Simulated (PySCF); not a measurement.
InC: mean field, correlation and small terms against distance

State: ⁴Σ⁻, quartet, unpaired electrons σ ↑, π ↑↑. ROHF-based CCSD(T) in PySCF 2.14 with In cc-pwCVDZ-PP with ECP28, C aug-cc-pVDZ and In cc-pwCVTZ-PP with ECP28, C aug-cc-pVTZ (frozen core orbitals: 5; scalar-relativistic core potentials). Correlation energies are extrapolated as n⁻³ (n = 2, 3), Hartree–Fock as (n+1)·exp(−9√n). All energies in eV from In + C.

| R (Å) | HF/CBS | CCSD corr. | (T) | total |
| --- | --- | --- | --- | --- |
| 1.9505 | -1.588 | -0.670 | -0.1386 | -2.396 |
| 2.0391 | -1.916 | -0.611 | -0.1331 | -2.660 |
| 2.1278 | -2.086 | -0.567 | -0.1293 | -2.783 |
| 2.2165 | -2.143 | -0.536 | -0.1270 | -2.806 |
| 2.3051 | -2.122 | -0.512 | -0.1259 | -2.761 |
| 2.4159 | -2.023 | -0.492 | -0.1256 | -2.640 |
| 2.5268 | -1.872 | -0.477 | -0.1261 | -2.475 |

A fit to the total gives Re = 2.1976 Å, De = 2.808 eV, ωe = 484.8 cm⁻¹, Be = 0.3213 cm⁻¹ (masses 114.9039 and 12.0000 u).

Question: At R = 2.2165 Å the CCSD correlation energy is -0.380238 hartree in the smaller basis and -0.556875 in the larger. Extrapolate it.

Answer: (3³·E3 − 2³·E2)/(3³ − 2³) = -0.63125 hartree; the larger basis holds 88.2 % of it.

The T1 diagnostic is 0.033. The state was picked by a PBE0 search and need not be the measured ground state. Spin–orbit coupling, excitations beyond (T) and corrections to the Born–Oppenheimer picture are left out, and spin–orbit coupling matters for open p, d or f shells this heavy.
